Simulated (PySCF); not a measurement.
iminoborane (BH₂N), SMILES N=B.

Geometry: B3LYP-D3(BJ)/def2-TZVPD.

Calculation: PBE0/def2-TZVPD (PySCF).

Task: Estimate the frontier levels, gap, dipole moment and polarisability. (Estimate from the structure and the level; the computed values follow.)

Result: 
```
Quantity                                                                                                       Result
---------------------------------------------------------------------------------------------  ----------------------
highest occupied level                                                                                       -8.59 eV
lowest empty level                                                                                            0.42 eV
orbital gap                                                                                                   9.01 eV
dipole moment                                                                                               0.013 e·Å
quadrupole, principal values (traceless, Buckingham form, about the centre of nuclear charge)  -2.57, -2.57, 5.14 D·Å
mean static polarisability                                                                       22.8 bohr³ (3.37 Å³)
polarisability, principal values                                                               19.2, 19.2, 29.8 bohr³
```
